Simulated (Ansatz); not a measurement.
`[NH2][Zn][SiH2]F` + HI → `F[SiH2]I` + `[NH2][ZnH]` at 700 K and 1 bar (cleavage of the Si–Zn bond).

Isolated molecules relaxed with PBE0-D4/def2-TZVP in Ansatz; ΔE leaves out vibrations. CCSD(T)/CBS is the MP2 limit (def2-TZVPP, def2-QZVPP) plus CCSD(T) − MP2 in def2-TZVPP, frozen cores. Elements past krypton have def2 core potentials. For I, Zn outer-core shells are correlated without core-valence functions, which leaves a few kJ/mol of doubt a bond. Scalar relativity is left out up to krypton. Each species was taken in one conformer, which may not be the lowest.

| species | CCSD(T)/CBS energy (Eh) | H − E (kJ/mol) | S (J/(mol·K)) |
| --- | --- | --- | --- |
| `[NH2][Zn][SiH2]F` | -2224.42760 | 187.7 | 462.6 |
| HI | -298.03592 | 34.6 | 231.7 |
| `F[SiH2]I` | -687.61044 | 98.6 | 364.4 |
| `[NH2][ZnH]` | -1834.88092 | 121.1 | 319.1 |

H − E and S are ideal-gas, rigid-rotor, harmonic terms from PBE0-D4/def2-TZVP, for one conformer and one mirror image of each species. 1 Eh = 2625.50 kJ/mol, R = 8.31446 J/(mol·K).

Q: By hand: ΔE, ΔH, ΔS and ΔG.

A: ΔE = (-687.61044) + (-1834.88092) − (-2224.42760) − (-298.03592) = -0.02784 Eh = -73.1 kJ/mol. Δ(H − E) = 98.6 + 121.1 − 187.7 − 34.6 = -2.6, so ΔH = -75.7 kJ/mol. ΔS = 364.4 + 319.1 − 462.6 − 231.7 = -10.8 J/(mol·K). ΔG = -75.7 − 700 × (-10.8)/1000 = -68.1 kJ/mol.

Q: By hand: the equilibrium constant, and the temperature at which ΔG would vanish if ΔH and ΔS stayed fixed.

A: log₁₀ K = −ΔG/(RT ln 10) = 5.1. ΔG = 0 at ΔH/ΔS = 7009 K, far beyond where these terms or the molecules hold.

The number of gas molecules stays the same, so ΔS is small and ΔH decides. A doubt of 5 kJ/mol in ΔE shifts log₁₀ K by 0.4 here. Other conformers and mirror images would add mixing entropy, several J/(mol·K) or more a flexible species. These are equilibria of isolated gas molecules and say nothing of rates. Largest T1 diagnostic: 0.016 (customary marks: 0.02 for closed shells, 0.045 for open ones).
